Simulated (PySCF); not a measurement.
C2H6GeSi, SMILES C1=[CH][GeH2][SiH2]1. The structure is a stationary point at B3LYP-D3(BJ)/def2-SVP. This is a generated structure with no PubChem entry under its InChIKey; it may be hypothetical.

### Question
Give the equilibrium geometry at B3LYP-D3(BJ)/def2-SVP (PySCF confirms it by a frequency run) as a Z-matrix, and its point group. (An estimate is asked for; the answer gives what the named calculation found.)

### Answer
point group Cs.
```
C
C 1 1.3547
H 1 1.0980 2 123.85
H 2 1.0984 1 122.99 3 0.00
Si 2 1.8941 4 130.80 1 180.00
H 5 1.4942 2 115.56 4 -63.60
H 5 1.4942 6 107.82 2 -131.00
Ge 1 1.9830 3 131.03 2 180.00
H 8 1.5453 1 114.80 3 63.35
H 8 1.5453 9 108.45 1 129.88
```
